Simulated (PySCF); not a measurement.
## UHF on C (carbon, neutral)

Configuration: [He] 2s2 2p1 3d1, one real determinant (an excited configuration). Computed with PySCF 2.14 in aug-cc-pVTZ-DK, with the spin-free X2C one-electron Hamiltonian (Gaussian nucleus).

```json
{"Total energy": "-37.249629 hartree", "One-electron energy": "-48.8110 hartree", "Hartree (Coulomb) energy": "16.4273 hartree", "Exchange energy": "-4.8659 hartree", "⟨S²⟩": "2.0055", "⟨L²⟩": "8.016", "Sum of ⟨r⟩": "9.058 bohr", "Sum of ⟨r²⟩": "25.93 bohr²", "Traceless quadrupole moment −½Σ⟨3z² − r²⟩ along its main axis": "3.87 e·bohr²", "Langevin diamagnetic susceptibility": "-20.5 ×10⁻⁶ cm³/mol"}
```

```tsv
shell	electrons	mean orbital energy (hartree)	rms radius, mean of both spins (bohr)
1s α	1	-11.66178	0.311
1s β	1	-11.63338	0.311
2s α	1	-0.96693	1.62
2s β	1	-0.82838	1.62
2p α	1	-0.65772	1.67
3d α	1	0.05994	4.21
```

⟨L²⟩ = 8.02 against 12 for a pure F term, so this real determinant mixes terms. The outer electron is Rydberg-like, and this basis confines it to a smaller radius and binds it less than a complete one would. At UHF the highest occupied level has a positive energy, so only the finite basis holds that electron; for this excited configuration the basis is too tight for the outer shell.

Spin-orbit constants ζ (cm⁻¹) from the X2C one-electron operator on these orbitals: bare nucleus, nucleus screened by l(l+1)(2l+1)/3 electrons, and screened by the Breit-Pauli mean field of the electrons.

```
shell   bare  screened nucleus  mean field
   2p  75.43             50.29       40.35
   3d  1.006            0.1677     0.09482
```

To first order the Landé constant is A = 6.756 cm⁻¹, so the lowest level has J = 2 and lies 0.00335 eV below the centre of the term. This holds in LS coupling only.
